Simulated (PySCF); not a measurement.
# LiHg and its ions

r²SCAN; basis Li def2-SVPD, Hg def2-SVPD with ECP60; scalar-relativistic core potentials; PySCF 2.14. Neutral (UKS): doublet (σ ↑), Re = 2.998 Å, ωe = 149 cm⁻¹, De = 0.18 eV, HOMO -3.06 eV, LUMO -1.60 eV.

LiHg⁺ (UKS): singlet (closed shell), Re = 2.698 Å, ωe = 250 cm⁻¹, De = 0.51 eV to Li⁺ + Hg. The energies at the minima are -161.05806 hartree for LiHg and -160.87593 for LiHg⁺.

(1) Work out the adiabatic ionisation energy, without and with harmonic zero-point energies (1 hartree = 27.2114 eV, 1 eV = 8065.5 cm⁻¹), and the change of the bond length.

LiHg⁻ (UKS): singlet (closed shell), Re = 3.719 Å, ωe = 68.8 cm⁻¹. The energies at the minima are -161.05806 hartree for LiHg and -161.07191 for LiHg⁻.

(2) Work out the adiabatic electron affinity, without and with harmonic zero-point energies (1 hartree = 27.2114 eV, 1 eV = 8065.5 cm⁻¹), and the change of the bond length.

Closed-shell solutions of metal pairs were not tested for spin polarisation, which can lower them a little. Weak bonds: LiHg. Basis-set superposition, not corrected here, can be much of De in a small basis, most of all at correlated wavefunction levels. Spin–orbit coupling is left out. For an ion De counts to the pair picked by the measured ionisation energies or electron affinities, which need not be the lowest pair at this level. The highest Kohn–Sham level is positive in this anion. Much of that is self-interaction error, but it also means that the finite basis helps to hold the extra electron. States were picked by a PBE0 search and need not be the measured ground states.

Results:

(1) At r²SCAN: 0.18213 hartree = 4.956 eV between the minima; the zero-point term (250.0 − 149.0)/2 cm⁻¹ = +0.006 eV makes it 4.962 eV. Re changes by -30.0 pm against the neutral. The electron leaves a σ orbital, and the shorter bond of the ion fits an antibonding orbital, or a change in how ionic the bond is.

(2) At r²SCAN: 0.01385 hartree = 0.377 eV between the minima; the zero-point term (149.0 − 68.8)/2 cm⁻¹ = +0.005 eV makes it 0.382 eV. Re changes by +72.1 pm against the neutral. The electron enters a σ orbital, and the ion is left as a loose complex of an ion and an atom.
